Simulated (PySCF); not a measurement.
Structure from 2D NMR

Compound of formula C5H9N3. Correlations simulated from computed shifts and the bond graph:

HSQC (one-bond C–H):
```csv
δH,δC
4.08,41.0
2.37,12.5
```

HMBC (two and three bonds, from the bond graph):
```csv
δH,δC
2.37,146.4
```

Carbons without hydrogens: δ 146.4.

[PySCF 2.14.0 with density-fitted response routines: NMR shieldings at PBE0/pcSseg-1/GIAO; geometry from GFN2-xTB; equivalent nuclei averaged; relativity neglected; single conformer; isolated molecule]

Shifts are taken against calculated references (same method and geometry level): ¹H, ¹³C against TMS.

Exchangeable hydrogens are left out of these lists.

Task: Assemble the structure.

Result: `Cc1nn(C)nc1C`.

Atom-mapped SMILES (the numbers label the heavy atoms): `[CH3:1][c:2]1[n:3][n:4]([CH3:5])[n:6][c:7]1[CH3:8]`. Each H is labelled by its parent atom.

δC 146.4 is C2/C7, a substituted aromatic carbon next to a ring nitrogen. δC 41.0 is C5, a methyl carbon bonded to N (δH 4.08). δC 12.5 is C1/C8, a methyl carbon on an aromatic ring (δH 2.37). HMBC from δH 2.37 reaches the proton-free carbon C2/C7.

The shifts were computed for this structure.

Shifts are as computed. Against solution values, carbons near 30 ppm lie about +3 ppm off and those near 130 ppm about +5 ppm. Of 1211 compounds with measured shifts, 218 miss one by over three times the rms of a fit or turn the order of signals round; such compounds aren't used in these exercises.
